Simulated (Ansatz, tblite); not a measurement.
Forces on [RuNF4]- (RuNF₄⁻) at its r2SCAN-D4/def2-SVPD geometry. The state is a singlet with charge -1.

In the def2 sets Ru takes a core potential; there is no spin–orbit coupling. The xTB rows come from tblite.

GFN1-xTB (tblite), largest force 5.60 eV/Å:

```xyz
6
positions Å, forces eV/Å
Ru   -0.001   -0.098   -0.069    0.055    4.568    3.241
N    -0.017   -1.390   -0.986   -0.044   -3.617   -2.567
F    -1.197   -0.417    1.396    0.430    0.046   -0.576
F    -1.375    1.078   -0.709    0.494   -0.492    0.181
F     1.207    1.161   -0.868   -0.436   -0.522    0.239
F     1.384   -0.335    1.236   -0.500    0.016   -0.519
```

GFN2-xTB (tblite), largest force 3.28 eV/Å:

```
Ru 0.030 2.442 1.732
N -0.032 -2.676 -1.899
F 0.005 0.061 0.038
F 0.006 0.056 0.045
F -0.004 0.055 0.045
F -0.005 0.061 0.038
```

PBE-D4/def2-TZVPD (Ansatz), largest force 0.93 eV/Å:

```
Ru 0.005 0.414 0.294
N -0.008 -0.762 -0.541
F -0.195 -0.042 0.247
F -0.224 0.203 -0.097
F 0.197 0.216 -0.124
F 0.226 -0.029 0.221
```
